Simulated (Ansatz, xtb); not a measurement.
# ClGeOSi+: where a starting geometry ends

The starting geometry of this gas-phase singlet has its atoms placed at random.

```xyz
4

Cl   -0.7016   -0.0779   -0.3789
Ge   -0.0103    1.8217   -0.5658
O     0.0085    0.5662    1.3817
Si    0.5603   -1.3371   -0.0095
```

Guess where an optimisation with r2SCAN-D4/def2-SVP ends from this start.

It ends as a structure with Cl1 bridging Ge2 and Si4, given below by its coordinates. Distances that change by over a tenth: Cl1–Ge2 (2.03 → 2.39 Å), Cl1–O3 (2.00 → 2.84 Å), Cl1–Si4 (1.82 → 2.47 Å). Contacts that close: Ge2–O3 (2.32 → 1.83 Å), O3–Si4 (2.42 → 1.65 Å).

The energy falls by 9.97 eV over 12 steps:

| step | E − E(last) (eV) |
| --- | --- |
| 1 | 9.973 |
| 2 | 7.019 |
| 3 | 4.577 |
| 5 | 0.787 |
| 6 | 0.251 |
| 7 | 0.043 |
| 8 | 0.018 |
| 10 | 0.000 |
| 11 | 0.000 |
| 12 | 0.000 |

Final geometry (Å):

```csv
atom,x (Å),y (Å),z (Å)
Cl,-1.1724,-0.2242,-1.0289
Ge,-0.1961,1.7400,-0.0683
O,0.7632,0.5270,0.9054
Si,0.4623,-1.0699,0.6193
```

From the same start GFN2-xTB ends elsewhere, differing in Cl1–Si4 (4.49 against 2.47 Å here).

From so rough a start the end depends on the optimiser's path, so another program may land elsewhere. No frequencies were run, so the end isn't proven a minimum. Run with Ansatz 0.2.0, 14 s on 2 threads of Intel(R) Xeon(R) 6975P-C (Granite Rapids), on a shared host.
